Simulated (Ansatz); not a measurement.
SnI₄. Charge 0, multiplicity 1. Geometry PBE0-D4/def2-SVP.

```xyz
5

Sn    0.000    0.000    0.000
I    -1.398   -1.972   -1.153
I    -0.487    0.018    2.633
I    -0.730    2.349   -1.058
I     2.615   -0.395   -0.422
```

In the def2 sets I, Sn take a core potential; there is no spin–orbit coupling.

Task: Estimate the orbital energies around the gap (eV) in Ansatz with PBE-D4/def2-SVP, PBE-D4/def2-TZVP, PBE0-D4/def2-SVP, PBE0-D4/def2-TZVP, ωB97M-V/def2-TZVP.

Result: 
```
orbital  PBE-D4/def2-SVP  PBE-D4/def2-TZVP  PBE0-D4/def2-SVP  PBE0-D4/def2-TZVP  ωB97M-V/def2-TZVP
 HOMO−5            -7.06             -7.11             -8.23              -8.22             -10.27
 HOMO−4            -7.06             -7.11             -8.23              -8.22             -10.27
 HOMO−3            -7.06             -7.11             -8.23              -8.22             -10.27
 HOMO−2            -6.70             -6.78             -7.89              -7.92             -10.03
 HOMO−1            -6.70             -6.78             -7.89              -7.92             -10.03
   HOMO            -6.70             -6.78             -7.89              -7.92             -10.03
   LUMO            -4.41             -4.41             -3.81              -3.76              -2.03
 LUMO+1            -1.70             -1.79             -1.03              -1.08               0.68
 LUMO+2            -1.70             -1.79             -1.03              -1.08               0.68
 LUMO+3            -1.70             -1.79             -1.03              -1.08               0.68
 LUMO+4             2.96              1.48              3.79               2.16               3.45
 LUMO+5             3.66              1.48              4.50               2.16               3.45
```
